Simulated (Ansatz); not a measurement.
Reaction (hydrogenolysis of the Si–O bond): `C[SiH](O)[Si](O)(O)O` + H₂ → `C[SiH](O)[SiH](O)O` + H₂O

Isolated molecules relaxed with PBE0-D4/def2-TZVP in Ansatz; ΔE leaves out vibrations. CBS: MP2 limit from def2 TZ/QZ plus the TZ coupled-cluster correction, frozen cores. This one scheme is used for every species. Functionals use def2-TZVPP. One conformer a species, not always the lowest.

Is it downhill or uphill in electronic energy at CCSD(T)/CBS, and by how much? (Estimate.)

Ansatz gave: Uphill: ΔE = +100.7 kJ/mol.

What do these levels give: PBE, HF/def2-TZVPP, MP2/def2-TZVPP, SCS-MP2/def2-TZVPP, CCSD(T)/def2-TZVPP, HF/CBS(def2)? (Estimate.)

The calculation gave: PBE 93.9, HF/def2-TZVPP 95.0, MP2/def2-TZVPP 105.9, SCS-MP2/def2-TZVPP 102.2, CCSD(T)/def2-TZVPP 101.0, HF/CBS(def2) 95.5 kJ/mol.

Largest T1 diagnostic among the species: 0.012.

In def2-TZVPP, CCSD(T) changes the Hartree–Fock value by +6.0 kJ/mol (the triples alone add +2.5 kJ/mol) and MP2 by +10.9 kJ/mol. The D4 term adds +7.3 kJ/mol with B3LYP and +4.0 kJ/mol with PBE0; it sums over pairs of atoms, weighted by their polarisabilities, and B3LYP, whose exchange is more repulsive, gets the larger term.

B3LYP here is the variant with VWN-RPA as its local correlation; programs differ in this.
